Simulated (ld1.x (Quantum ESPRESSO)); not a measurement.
Configuration tests for Fe (Z = 26) (PAW)

- Element: iron
- Generator: ld1.x (Quantum ESPRESSO) 7.5
- Type: PAW
- Functional: PBE
- Relativity: scalar-relativistic
- Frozen core: [Ar]
- Valence charge: 8
- Reference configuration: 3d6 4s2 4p0
- Partial waves: 4s (bound): rcut 2.10, rcutus 2.70 bohr; 4s channel at 2.7 Ry: rcut 2.10, rcutus 2.70 bohr; 4p (bound, empty): rcut 2.65, rcutus 3.05 bohr; 4p channel at 2.55 Ry: rcut 2.65, rcutus 3.05 bohr; 3d (bound): rcut 1.35, rcutus 1.80 bohr; 3d channel at 0.85 Ry: rcut 1.35, rcutus 1.80 bohr
- Local potential: all-electron potential smoothed inside 1.60 bohr (lloc = -1)
- Core correction: Bessel-smoothed model core, default radius (core density twice the valence density)
- Augmentation charge: PSQ, radius 1.25 bohr

Energies are relative to the spin-unpolarised reference configuration 3d6 4s2 4p0; without spin polarisation the order of configurations can differ from experiment. Not all tests gave a result: 2 of 7 tests not solved or not reliable. Left out of the table: 3d5 4s0 4p0 (solver errors, printed error -315 eV); 3d4 4s0 4p0 (solver errors, printed error -224 eV).

```
valence configuration  charge  ΔE all-electron (eV)  error AE − PS (meV)
          3d6 4s1 4p0      +1                 8.729                 -0.6
      3d6.5 4s1.5 4p0       0                -0.727                  -23
          3d6 4s0 4p1      +1                13.783                 -4.6
```

(1) What are ΔE and the potential's error for 3d6 4s0 4p0?

(2) What are ΔE and the potential's error for 3d5 4s2 4p1?

## Answers

(1) ΔE = 24.932 eV all-electron; the error (AE − PS) is -12 meV.

(2) ΔE = 8.747 eV all-electron; the error (AE − PS) is -150 meV.
